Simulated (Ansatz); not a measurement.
The first iterations of a band of Cl3FHOTa + ClH (9 atoms, charge 0, multiplicity 1).

Theory: RHF/def2-SVP (Ansatz 0.2.0).

```
movable images  : 7
climbing image  : yes
spring          : 5.0 eV/Å²
optimiser       : quadratic models (default)
start path      : through a guess of the saddle point
force threshold : 0.05 eV/Å
iteration limit : 60
end points      : relaxed
```

Initial state:

```xyz
9
Properties=species:S:1:pos:R:3
Ta -0.345 -0.362 0.329
O 1.123 0.119 1.306
H 1.948 0.589 1.382
Cl -1.071 -1.970 1.879
Cl 0.334 1.070 -1.465
Cl -2.217 0.948 0.691
F -0.250 -1.732 -0.927
Cl 3.547 2.227 0.441
H 2.794 2.332 -0.584
```

Final state:

```xyz
9
Properties=species:S:1:pos:R:3
Ta -0.105 0.512 0.346
O 2.127 0.014 0.299
H 2.555 -0.564 0.920
Cl 0.107 -0.814 2.289
Cl 0.555 1.575 -1.656
Cl -2.355 0.901 0.327
F -0.220 -1.086 -0.634
Cl 0.490 2.432 1.576
H 2.710 0.251 -0.414
```

| iteration | highest image above the first end (eV) | largest band force component (eV/Å) |
| --- | --- | --- |
| 1 | 14.181 | 109.464 |
| 2 | 3.275 | 6.797 |
| 3 | 1.973 | 4.816 |
| 4 | 1.644 | 3.130 |
| 5 | 1.538 | 2.694 |
| 6 | 1.403 | 2.397 |
| 7 | 1.385 | 2.138 |
| 8 | 1.386 | 1.029 |
| 9 | 1.228 | 1.699 |
| 10 | 1.095 | 1.703 |
| 11 | 0.891 | 1.655 |
| 12 | 0.892 | 1.785 |

Q: Does the band converge within its limit, and where does its top end?

A: The run converged. It ended after 37 iterations with the highest image 0.987 eV above the first end. Neighbouring images differ by up to 1.5 eV, so the band resolves the path poorly. A vibrational analysis at the climbing image gives one clearly imaginary mode, 1338i cm⁻¹: a first-order saddle point. The orbitals stay closed-shell, which can raise the energy where a bond breaks towards radicals; this wasn't checked here.

The run took 3.5 min on 4 threads of AMD EPYC 9R45 96-Core Processor (Zen 5) (shared host), peak memory 0.49 GiB.
